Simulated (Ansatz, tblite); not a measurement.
Isomers of Sr5Te5⁺ (doublet), found by a short tight-binding search and relaxed with r2SCAN-D4/def2-SVP in Ansatz.

In the def2 sets Sr, Te take a core potential; there is no spin–orbit coupling. The xTB rows come from tblite.

A: At PBE-D4/def2-SVP, r2SCAN-D4/def2-SVP the gap within one spin of the charge 1 doublet nearly closes, so an electron or hole may be smeared out by delocalisation error.

Other spin states weren't relaxed.

A:

Cartesian coordinates in Å:
```
Sr -0.071 -3.959 -2.730
Sr 3.758 0.328 -2.933
Sr -2.345 2.290 3.413
Sr -3.699 -2.870 1.390
Sr 2.355 4.205 0.858
Te 2.259 -2.225 -3.655
Te -0.117 4.225 2.640
Te 4.096 2.851 -1.248
Te -2.433 -4.474 -0.872
Te -3.803 -0.373 3.137
```

B:

```xyz
10

Sr    1.251   -1.374   -1.061
Sr   -2.199    1.493    0.738
Sr   -2.192   -1.014   -2.464
Sr    1.803    2.462    0.562
Sr    0.486   -0.657    3.004
Te   -0.301    1.544   -1.880
Te   -0.286    2.421    2.952
Te    3.081   -0.329    1.255
Te    0.023   -2.849   -3.760
Te   -1.666   -1.697    0.655
```

**Question.** Estimate which lies lowest at each level, and how far above it the others are (kJ/mol).

**Answer.** 
| level | A | B |
| --- | --- | --- |
| GFN1-xTB | 415.1 | 0.0 |
| GFN2-xTB | 33.2 | 0.0 |
| PBE-D4/def2-SVP | 433.9 | 0.0 |
| r2SCAN-D4/def2-SVP | 428.2 | 0.0 |
| PBE0-D4/def2-SVP | 480.4 | 0.0 |
Point groups (tolerance 0.1 Å): A not assigned, B not assigned. Lower isomers may exist.
